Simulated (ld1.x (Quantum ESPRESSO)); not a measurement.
**What the settings do to the PAW potential of Cu (Z = 29)**

Base potential:

* Element: Cu (Z = 29)
* Generator: ld1.x (Quantum ESPRESSO) 7.5
* Type: PAW
* Functional: LDA (PZ)
* Relativity: scalar-relativistic
* Frozen core: [Ne]
* Valence charge: 19
* Reference configuration: 3s2 3p6 3d9.5 4s0 4p0 (charge +1.5)
* Partial waves: 3s (bound): rcut 1.05, rcutus 1.40 bohr; 4s (bound, empty): rcut 1.05, rcutus 1.40 bohr; 3p (bound): rcut 1.05, rcutus 1.20 bohr; 4p (bound, empty): rcut 1.05, rcutus 1.20 bohr; 3d (bound): rcut 0.90, rcutus 1.10 bohr; 3d channel at -0.35 Ry: rcut 0.90, rcutus 1.10 bohr
* Local potential: all-electron potential smoothed inside 0.95 bohr (lloc = -1)
* Core correction: Bessel-smoothed model core inside 0.90 bohr
* Augmentation charge: BESSEL, radius 0.75 bohr

Cutoffs, loose and tight: the cutoffs (Ry, on a coarse ladder) from which the occupation-weighted sum of valence levels, in a spherical-Bessel basis at the reference potential, stays within 10 and 1 mRy of its value at 400 Ry. They do not see the model core or the augmentation charge, which bear on the density cutoff. Test errors are all-electron minus pseudo excitation energies from the reference, over the configurations 3s2 3p6 3d10 4s1 4p0; 3s2 3p6 3d10 4s0 4p0; 3s2 3p6 3d9 4s0 4p0; 3s2 3p6 3d10 4s0.5 4p0; 3s2 3p6 3d10 4s0 4p1; 3s2 3p6 3d8 4s0 4p0; 3s2 3p6 3d9 4s1 4p0 (two spin-polarised tests are not counted in the largest error). A dash means not determined; rows that change the core or the reference have their own tests.

Cutoffs are not given where the Bessel-basis levels miss the radial ones by over 6 mRy, ghosts where they miss by over 20 mRy; a channel whose overlap is not positive is not tested.

A file whose overlap is not positive is unfit for use, and its test errors describe a broken file.

| change | outcome | bound ghosts | largest test error (meV) |
| --- | --- | --- | --- |
| base | generated, overlap not positive | not determined (overlap not positive) | -56 |
| wave 3d channel at -0.35 Ry: rcut 0.90, rcutus 1.10 bohr becomes 3d channel at -1.47 Ry: rcut 0.90, rcutus 1.10 bohr | generated, overlap not positive | not determined (overlap not positive) | -46 |
| wave 3d channel at -0.35 Ry: rcut 0.90, rcutus 1.10 bohr becomes 3d channel at -1.39 Ry: rcut 0.90, rcutus 1.10 bohr | generated, overlap not positive | not determined (overlap not positive) | -53 |
| wave 3d channel at -0.35 Ry: rcut 0.90, rcutus 1.10 bohr becomes 3d channel at -1.28 Ry: rcut 0.90, rcutus 1.10 bohr | generated, overlap not positive | not determined (overlap not positive) | -56 |
| wave 3d channel at -0.35 Ry: rcut 0.90, rcutus 1.10 bohr becomes 3d channel at -1.01 Ry: rcut 0.90, rcutus 1.10 bohr | generated, overlap not positive | not determined (overlap not positive) | -58 |
| wave 3d channel at -0.35 Ry: rcut 0.90, rcutus 1.10 bohr becomes 3d channel at -0.61 Ry: rcut 0.90, rcutus 1.10 bohr | generated, overlap not positive | not determined (overlap not positive) | -57 |
| wave 3d channel at -0.35 Ry: rcut 0.90, rcutus 1.10 bohr becomes 3d channel at -0.11 Ry: rcut 0.90, rcutus 1.10 bohr | generated, overlap not positive | not determined (overlap not positive) | -54 |
| wave 3d channel at -0.35 Ry: rcut 0.90, rcutus 1.10 bohr becomes 3d channel at 0.96 Ry: rcut 0.90, rcutus 1.10 bohr | generated, overlap not positive | not determined (overlap not positive) | -41 |
| wave 3d channel at -0.35 Ry: rcut 0.90, rcutus 1.10 bohr becomes 3d channel at 2.69 Ry: rcut 0.90, rcutus 1.10 bohr | generated, overlap not positive | not determined (overlap not positive) | -6.4 |
| wave 3d channel at -0.35 Ry: rcut 0.90, rcutus 1.10 bohr becomes 3d channel at 4.81 Ry: rcut 0.90, rcutus 1.10 bohr | generated, overlap not positive | not determined (overlap not positive) | -12 |
